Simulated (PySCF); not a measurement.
## Electronic absorption of C3H11Ge2NO

C3H11Ge2NO.
InChI=1S/C3H11Ge2NO/c1-3(7-2)6(4)5/h1H2,2,4-5H3

The calculation used TDDFT PBE0/def2-SVPD, vertical, gas phase, core orbitals frozen in the response in PySCF. One conformer (not necessarily the lowest) at the PBE0-D3(BJ)/def2-SVP geometry, without solvent, vibrations or thermal averaging. The PBE0/def2-SVPD calculation is non-relativistic and has no spin–orbit coupling, an omission that weighs most on germanium. Torsions of this conformer, `[CH2:1]=[C:2]([O:3][CH3:4])[N:5]([GeH3:6])[GeH3:7]`: C1–C2–O3–C4 0°, C1–C2–N5–Ge6 0°.

| state | E (eV) | λ (nm) | f | symmetry | main configurations (H = HOMO, L = LUMO) |
| --- | --- | --- | --- | --- | --- |
| S1 | 4.92 | 251.9 | 0.0004 | – | H→L+1 (98%) |
| S2 | 5.05 | 245.4 | 0.020 | A″ | H→L (97%) |
| S3 | 5.63 | 220.1 | 0.0001 | – | H→L+2 (96%) |
| S4 | 5.81 | 213.5 | 0.0059 | A″ | H→L+4 (88%) |
| S5 | 5.88 | 211.0 | 0.130 | A′ | H→L+3 (96%) |
| S6 | 5.95 | 208.5 | 0.0013 | – | H→L+5 (91%) |
| S7 | 6.28 | 197.5 | 0.0060 | A″ | H→L+6 (97%) |
| S8 | 6.67 | 185.9 | 0.062 | A′ | H→L+8 (61%), H→L+7 (32%) |
| S9 | 6.67 | 185.9 | 0.124 | A′ | H→L+7 (61%), H→L+8 (32%) |
| S10 | 6.77 | 183.0 | 0.011 | A″ | H→L+9 (86%) |

Triplets, Tamm–Dancoff:

```
state  E (eV)  λ (nm)  main configurations (H = HOMO, L = LUMO)
   T1    4.38   283.0                  H→L+3 (61%), H→L+7 (32%)
   T2    4.74   261.6                    H→L+1 (83%), H→L (13%)
   T3    4.96   249.8                    H→L (83%), H→L+1 (14%)
   T4    5.54   223.6                               H→L+2 (90%)
```

The lowest singlet comes at 252 nm (475 kJ/mol) in the ultraviolet; it is dark (f under 0.0005); its leading configuration is HOMO→LUMO+1 (98%). The most intense listed level is S5 at 5.88 eV (211 nm, f = 0.130), 0.95 eV above S1. S8/S9 lie within about 0.01 eV of each other. Löwdin shares by element: HOMO carbon 56% or more, nitrogen 21%, oxygen 5% (atoms not listed hold the other 18%); LUMO germanium 48%, hydrogen 14% or more (atoms not listed hold the other 38%). Of the 10 states listed, 5 reach f = 0.01 and 2 stay under 0.0005. Weighted by f, the mean energy of these states is 6.27 eV. Orbital energies (eV): HOMO-3 -9.51, HOMO-2 -9.02, HOMO-1 -7.90, HOMO -5.84, LUMO 0.15, LUMO+1 0.21, LUMO+2 0.73. No computed singlet lies in the visible range (380 to 750 nm); the lowest, at 252 nm, stands 1.66 eV above its violet end (3.26 eV). The vertical ionisation energy (ΔSCF) is 7.53 eV, 0.75 eV above S10. Symmetry labels in Cs follow from the direction of the transition dipole and are given only for states with f of 0.002 or more. The window holds the lowest 10 singlets.
